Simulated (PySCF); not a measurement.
**Finite-field polarisability of Cu (copper, neutral)**

[Ar] 3d10 4s1, 2S determinant. Calculation: PySCF 2.14, in aug-cc-pVDZ-DK; the spin-free X2C one-electron Hamiltonian (Gaussian nucleus). Frozen: [Ar]. Energy changes in a uniform field (μhartree):

| axis | F (au) | HF | MP2 | CCSD | CCSD(T) |
| --- | --- | --- | --- | --- | --- |
| x | 0.0017 | -103.164 | -52.758 | -72.312 | -68.644 |
| x | 0.0034 | -412.926 | -211.337 | -289.453 | -274.775 |

Q: Derive α along x at CCSD(T) from the two fields.

A: With ΔE = −αF²/2 − γF⁴/24, α = −(16 ΔE(F) − ΔE(2F))/(6F²) = 47.49 bohr³.

Q: And the mean polarisability at each level?

A: HF 71.38, MP2 36.49, CCSD 50.03, CCSD(T) 47.49 bohr³. Reference: 46.5 ± 0.5 bohr³ (recommended; Schwerdtfeger and Nagle, table of static dipole polarizabilities (2023 update)).

A double-zeta set is small for polarisabilities.
